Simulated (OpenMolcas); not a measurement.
## 5d along the 69-electron sequence

- Program: OpenMolcas
- Method: SS-CASPT2, IPEA 0.25 Eh, imaginary shift 0.1 Eh
- Basis: ANO-RCC-VTZP
- Scalar Hamiltonian: DKH2, point nucleus
- Spin-orbit coupling: RASSI with atomic mean-field integrals over the reference wave functions, term energies averaged over their components

Active space for each ion: 1 electron in 5 orbitals (5d); closed shells correlated by CASPT2: 5s 5p.

Computed levels in cm-1 above 2D 3/2:

```csv
Level,Hf3+,Ta4+,W5+,Re6+,Os7+
2D 5/2,4908,6757,8927,11160,13948
weight of 2D in the lowest level (%),100,100,100,100,100
```

Measured, with the error of the calculation in %. Measured levels: W5+ from the list in J. Phys. B 45, 035002 (2012).

| Level | W5+ |
| --- | --- |
| 2D 5/2 | 8709 (+2.5) |

The fine-structure level 2D 5/2 changes by a factor of 2.84 from Hf3+ to Os7+. Its fourth root runs 8.37, 9.07, 9.72, 10.28, 10.87, with steps per unit of Z of 0.70, 0.65, 0.56, 0.59; equal steps would mean a (Z - σ)^4 law with constant σ.

With one active electron, CASPT2 adds the correlation within the correlated inactive shells and between them and that electron, and leaves the splitting within a term as the reference gives it. Measured partners are found by configuration, term and J. A level has none where our copy of the source lacks it or the pairing is in doubt (some pairs that miss far off the trend of their configuration count as doubtful), and it then counts in no deviation. Levels of configurations outside the active space are missing.
